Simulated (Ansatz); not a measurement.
Program: Ansatz. Geometries: PBE0-D4/def2-TZVP. ΔE: electronic, gas phase. CCSD(T)/CBS is the MP2 limit (def2-TZVPP, def2-QZVPP) plus CCSD(T) − MP2 in def2-TZVPP, frozen cores. DFT in def2-TZVPP. HSE06 is defined as in plane-wave codes. def2 core potentials past Kr. For Se, Te outer-core shells are correlated without core-valence functions, which leaves a few kJ/mol of doubt a bond. Scalar relativity is left out up to krypton. One conformer a species, not always the lowest.

`S[SiH2][TeH]` + `Cl[SiH2][SeH]` → `[SeH][SiH2][TeH]` + `S[SiH2]Cl`  (redistribution)

`S[SiH2][TeH]`:

Cartesian coordinates in Å:
```
S 0.128 -0.519 -2.086
Si 0.521 0.217 -0.124
Te -1.639 0.745 1.011
H -0.647 -1.533 -1.666
H 1.259 -0.750 0.726
H 1.358 1.418 -0.360
H -0.979 0.422 2.498
```

`Cl[SiH2][SeH]`:

```xyz
6

Cl    1.376   -0.661   -1.785
Si    0.292    0.264   -0.314
Se   -0.835   -1.386    0.765
H     1.231    0.967    0.590
H    -0.628    1.234   -0.950
H    -1.437   -0.417    1.694
```

`[SeH][SiH2][TeH]`:

Cartesian coordinates in Å:
```
Se 0.990 -0.269 -1.644
Si -0.001 0.494 0.260
Te -2.277 -0.492 0.403
H 2.327 0.184 -1.228
H 0.838 0.143 1.433
H -0.229 1.960 0.236
H -1.649 -2.020 0.540
```

`S[SiH2]Cl`:

```xyz
6

S     0.518    0.471    1.554
Si   -0.181   -0.404   -0.245
Cl    1.097   -0.114   -1.826
H     0.318    1.733    1.137
H    -1.484    0.169   -0.648
H    -0.268   -1.854    0.028
```

**Question.** Is it downhill or uphill in electronic energy at CCSD(T)/CBS, and by how much? (Best estimate.)

**Answer.** Ansatz gave: Downhill: ΔE = -0.07 eV.

**Question.** What do these levels give: PBE0-D4, BHLYP-D4, CAM-B3LYP-D4, HSE06, CCSD(T)/def2-SVP, SCS-MP2/def2-QZVPP? (An estimate is asked.)

**Answer.** Ansatz gave: PBE0-D4 -0.07, BHLYP-D4 -0.07, CAM-B3LYP-D4 -0.07, HSE06 -0.07, CCSD(T)/def2-SVP -0.09, SCS-MP2/def2-QZVPP -0.07 eV.

Largest T1 diagnostic among the species: 0.011.

Leaving LDA and LC-ωPBE aside and taking each functional with its dispersion term where it has one, the values, not all of them listed here, spread over 0.01 eV, from PBE-D4 to BHLYP-D4.
